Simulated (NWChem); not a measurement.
System: BeHBr; SMILES [BeH][Br]

```xyz
3

Be     0.0000     0.0000    -1.6534
H      0.0000     0.0000    -2.9830
Br     0.0000     0.0000     0.3134
```
Atoms are numbered in this order, from 1.

Coordinates come from a PBE0/def2-SVP optimisation.

### Question
List the 4 lowest vertical singlet excitations from CAM-B3LYP/def2-SVPD, TDA (NWChem).

### Answer
```csv
state,energy (eV),oscillator strength,leading excitation (squared amplitude)
S1,6.79,0.000,HOMO−1 → LUMO+1 (0.30)
S2,6.87,0.000,HOMO−1 → LUMO+1 (0.31)
S3,6.87,0.000,HOMO−1 → LUMO (0.31)
S4,7.42,0.031,HOMO−2 → LUMO+1 (0.73)
```
